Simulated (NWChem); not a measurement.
System: WOCl4; SMILES [O]=[W]([Cl])([Cl])([Cl])[Cl]

Input file for NWChem:

```
start job
memory heap 200 mb stack 900 mb global 1100 mb
geometry units angstroms noautoz
  W      0.000000     0.000000     0.145555
  O      0.000000     0.000000     1.813736
  Cl     0.562150     2.160647    -0.405926
  Cl    -0.562150    -2.160647    -0.405926
  Cl    -2.160647     0.562150    -0.405926
  Cl     2.160647    -0.562150    -0.405926
end
basis spherical
  * library def2-svp
end
ecp
  W library def2-ecp
end
dft
  xc scan
  iterations 150
  mulliken
end
task dft energy
```

The geometry was optimised at PBE0/def2-SVP. No frequency run checked for a minimum. def2 effective core potentials on W; no spin-orbit coupling.

Problem. Give the results of this calculation. (SCAN/def2-SVP with def2 effective core potentials on W.) Quantities: energy (Ha); highest occupied level (eV); orbital gap (eV); dipole (D).

Solution. 
```
Property                       Result
---------------------------  --------
energy (Ha)                  -1982.89
highest occupied level (eV)     -8.05
orbital gap (eV)                 2.32
dipole (D)                       0.56
```
